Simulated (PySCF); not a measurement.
# P²⁺ (phosphorus, charge +2): UHF calculation

Configuration: [Ne] 3s2 3p1, 2P determinant. Computed with PySCF 2.14 in cc-pVTZ-DK, with scalar relativity by spin-free X2C-1e.

```json
{
 "Total energy": "-340.463671 hartree",
 "One-electron energy": "-460.2715 hartree",
 "Hartree (Coulomb) energy": "141.9306 hartree",
 "Exchange energy": "-22.1228 hartree",
 "⟨S²⟩": "0.7628",
 "⟨L²⟩": "2.039",
 "Sum of ⟨r⟩": "9.636 bohr",
 "Sum of ⟨r²⟩": "14.07 bohr²",
 "Traceless quadrupole moment −½Σ⟨3z² − r²⟩ along its main axis": "-1.87 e·bohr²",
 "Langevin diamagnetic susceptibility": "-11.1 ×10⁻⁶ cm³/mol",
 "Time after the integrals": "0.07 s of wall time on 1 thread of Neoverse-V2 (shared host)"
}
```

```tsv
shell	electrons	mean orbital energy (hartree)	spread (hartree)	rms radius, mean of both spins (bohr)
1s α	1	-81.10224	0	0.120
1s β	1	-81.09257	0	0.120
2s α	1	-8.43448	0	0.559
2s β	1	-8.42396	0	0.559
2p α	3	-6.28619	0.01904	0.539
2p β	3	-6.26733	0.02371	0.539
3s α	1	-1.47548	0	1.89
3s β	1	-1.36593	0	1.89
3p α	1	-1.10067	0	2.13
```

Densities and radii are taken from the X2C orbitals without a picture-change correction, which distorts them close to the nucleus.
